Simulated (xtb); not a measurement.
Cl$_{2}$O$_{2}$W, charge -1, doublet, from a rough starting geometry (GFN-xTB shapes and energies of metal compounds can be far from the true ones) (the multiplicity is a formal guess); GFN2-xTB in xtb.

The xtb input:
```
$ xtb mol.xyz --gfn 2 --chrg -1 --uhf 1 --opt vtight --json

# file mol.xyz
5

W      0.17063909     0.00134522     0.02790405
O      1.34562870    -0.55525667    -0.95275724
O      0.65526122     0.19323371     1.63558716
Cl    -0.60788162     1.87337573    -0.71240311
Cl    -1.50820875    -1.42268023     0.02608704
```

It wrote (shortened):

```
   ID    Z sym.   atoms
    1   74 W      1
    2    8 O      2, 3
    3   17 Cl     4, 5

           -------------------------------------------------
          |                Calculation Setup                |
           -------------------------------------------------

           -------------------------------------------------
          |                 G F N 2 - x T B                 |
           -------------------------------------------------

          ...................................................
          :                      SETUP                      :
          :.................................................:
          :  # basis functions                  38          :
          :  # atomic orbitals                  35          :
          :  # shells                           13          :
          :  # electrons                        33          :
          :  max. iterations                   250          :
          :  Hamiltonian                  GFN2-xTB          :
          :  restarted?                      false          :
          :  GBSA solvation                  false          :
          :  PC potential                    false          :
          :  electronic temp.          300.0000000     K    :
          :  accuracy                    1.0000000          :
          :  -> integral cutoff          0.2500000E+02      :
          :  -> integral neglect         0.1000000E-07      :
          :  -> SCF convergence          0.1000000E-05 Eh   :
          :  -> wf. convergence          0.1000000E-03 e    :
          :  Broyden damping             0.4000000          :
          :  net charge                         -1          :
          :  unpaired electrons                  1          :
          ...................................................

 iter      E             dE          RMSdq      gap      omega  full diag
   1    -12.8445736 -0.128446E+02  0.299E+01    1.56       0.0  T
   2    -13.3758892 -0.531316E+00  0.371E+01    0.36       1.0  T
   3    -18.1564701 -0.478058E+01  0.223E+01    1.01       1.0  T
   4    -18.4516899 -0.295220E+00  0.193E+01    0.81       1.0  T
   5    -19.9226647 -0.147097E+01  0.631E+00    0.83       1.0  T
   6    -19.3401083  0.582556E+00  0.206E+01    1.17       1.0  T
   7    -20.0446930 -0.704585E+00  0.799E+00    1.52       1.0  T
   8    -20.0396825  0.501053E-02  0.368E+00    1.56       1.0  T
   9    -20.0874795 -0.477971E-01  0.238E+00    1.42       1.0  T
[...]
         :: total energy             -20.032124244018 Eh    ::
 * total energy  :   -20.0321242 Eh     change       -0.1289990E-10 Eh
 * total energy  :   -20.0563617 Eh     change       -0.2423743E-01 Eh
 * total energy  :   -20.0597970 Eh     change       -0.3435290E-02 Eh
 * total energy  :   -20.0601720 Eh     change       -0.3750063E-03 Eh
 * total energy  :   -20.0602213 Eh     change       -0.4934825E-04 Eh
 * total energy  :   -20.0602253 Eh     change       -0.4000438E-05 Eh
 * total energy  :   -20.0602274 Eh     change       -0.2063833E-05 Eh
 * total energy  :   -20.0602277 Eh     change       -0.3232854E-06 Eh
 * total energy  :   -20.0602278 Eh     change       -0.8872299E-07 Eh
   *** GEOMETRY OPTIMIZATION CONVERGED AFTER 9 ITERATIONS ***
         :: total energy             -20.060227799473 Eh    ::
[...]
        35                          1.0235659              27.8526
      -------------------------------------------------------------
                  HL-Gap            0.0781663 Eh            2.1270 eV
             Fermi-level           -0.1756152 Eh           -4.7787 eV

     #   Z          covCN         q      C6AA      α(0)
     1  74 W        3.372     0.694   438.223    46.170
     2   8 O        0.830    -0.530    24.475     6.632
     3   8 O        0.830    -0.530    24.474     6.632
     4  17 Cl       0.874    -0.317   109.295    15.994
     5  17 Cl       0.874    -0.317   109.293    15.993

 Mol. C6AA /au·bohr⁶  :       2614.893039
 Mol. C8AA /au·bohr⁸  :     194109.340936
 Mol. α(0) /au        :         91.421722

Wiberg/Mayer (AO) data.
largest (>0.10) Wiberg bond orders for each atom

 ---------------------------------------------------------------------------
     #   Z sym  total        # sym  WBO       # sym  WBO       # sym  WBO
 ---------------------------------------------------------------------------
     1  74 W    6.242 --     3 O    2.102     2 O    2.102     5 Cl   1.019
                             4 Cl   1.019
     2   8 O    2.322 --     1 W    2.102     3 O    0.100
     3   8 O    2.322 --     1 W    2.102     2 O    0.100
     4  17 Cl   1.176 --     1 W    1.019
     5  17 Cl   1.176 --     1 W    1.019
 ---------------------------------------------------------------------------

Topologies differ in total number of bonds
Writing topology from bond orders to xtbtopo.mol

molecular dipole:
                 x           y           z       tot (Debye)
 q only:       -0.252       0.012      -0.085
   full:        0.211      -0.080       0.067       0.598
molecular quadrupole (traceless):
                xx          xy          yy          xz          yz          zz
 q only:       -1.768       1.177       2.625      -0.580      -0.724      -0.857
  q+dip:       -4.241       0.868       1.017      -2.539       1.186       3.224
   full:       -4.142       0.917       1.173      -2.440       1.059       2.968

optimized geometry written to: xtbopt.xyz

           -------------------------------------------------
          | TOTAL ENERGY              -20.060227799473 Eh   |
          | GRADIENT NORM               0.000051657725 Eh/α |
          | HOMO-LUMO GAP               2.127013773033 eV   |
           -------------------------------------------------

normal termination of xtb
```
